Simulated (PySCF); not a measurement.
Compound: Ge₂H₆Se.
SMILES: `[GeH3][Se][GeH3]`

The calculation used TDDFT wB97X-D/def2-SVPD, vertical, gas phase, core orbitals frozen in the response in PySCF. Isolated species at its PBE0-D3(BJ)/def2-SVP geometry, gas phase. Relativistic effects, spin–orbit coupling among them, are left out although an element past zinc is present.

Orbital energies (eV): HOMO-3 -11.68, HOMO-2 -10.74, HOMO-1 -10.22, HOMO -8.62, LUMO 1.02, LUMO+1 1.10, LUMO+2 1.54.

Computed singlets:

```csv
state,E (eV),f
S1,5.12,0.0000
S2,5.22,0.025
S3,6.22,0.0002
S4,6.36,0.0018
S5,6.81,0.0001
S6,7.01,0.143
```

Q: Assign a leading configuration to S1, S2 and S6 and set E beside the orbital difference Δε.

A: 

```csv
state,leading configuration,weight,Δε (eV),E (eV),E − Δε (eV),f,other configurations
S1,HOMO→LUMO+1,0.90,9.72,5.12,-4.60,0.0000,–
S2,HOMO→LUMO,0.94,9.64,5.22,-4.43,0.025,–
S6,HOMO-1→LUMO,0.84,11.25,7.01,-4.24,0.143,–
```

E − Δε runs from -4.60 to -4.24 eV. By orbital difference alone the order would be S2, S1, S6.

H and L stand for HOMO and LUMO. The other states: S3 6.22 eV, f 0.0002, H→L+3 (53%), H→L+2 (40%); S4 6.36 eV, f 0.0018, H→L+2 (52%), H→L+3 (44%); S5 6.81 eV, f 0.0001, H→L+7 (54%), H-1→L+1 (34%).

Summed over the main configurations (up to three a state, each over 8%) of all 6 singlets, the electron leaves HOMO with weight 4.26 and HOMO-1 with weight 1.18.
